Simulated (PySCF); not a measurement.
Input file for PySCF: R-MP2/6-31G* on CH5N (SMILES CN) with ghost functions.

```python
from pyscf import gto, scf, dft, mp
from pyscf.data.elements import chemcore

mol = gto.M(
    atom='''
    C    -0.97873454    0.27068684    0.08908534
    N     0.42796626    0.15752885    0.47034665
    H    -1.23483001   -0.54924968   -0.58361660
    H    -1.12707285    1.20073525   -0.46169034
    H    -1.68813673    0.25599230    0.92701826
    H     0.59615197   -0.70615524    0.97161587
    H     0.69621165    0.91703106    1.08415675
    ghost-C    1.47173169   -0.16812762    4.21384928
    ghost-Si   -0.38943627   -0.04078312    4.01381468
    ghost-H    1.74469980   -1.10595530    4.70115406
    ghost-H    1.85152848    0.65169332    4.82634452
    ghost-H    1.98027067   -0.13036736    3.24908060
    ghost-H   -0.90862716   -1.15814060    3.18857514
    ghost-H   -0.76302775    1.23498953    3.35668704
    ghost-H   -1.05328924   -0.09351300    5.33912233
    ''',
    basis='6-31g*',
    cart=True,
    charge=0, spin=0, verbose=3, max_memory=1800)
mf = scf.RHF(mol)
mf.conv_tol = 1e-8
mf.max_cycle = 100
mf.kernel()
if not mf.converged:
    mf = mf.newton().run(mf.mo_coeff, mf.mo_occ)
pt = mp.MP2(mf, frozen=chemcore(mol)).run()
```

Output:

```
converged SCF energy = -95.210774873315
E(RMP2) = -95.5091887233443  E_corr = -0.298413850029263
E(SCS-RMP2) = -95.5084993029862  E_corr = -0.297724429671138
```

The calculation finished and met its thresholds.

Cost: around 1.3 core-seconds (rough).
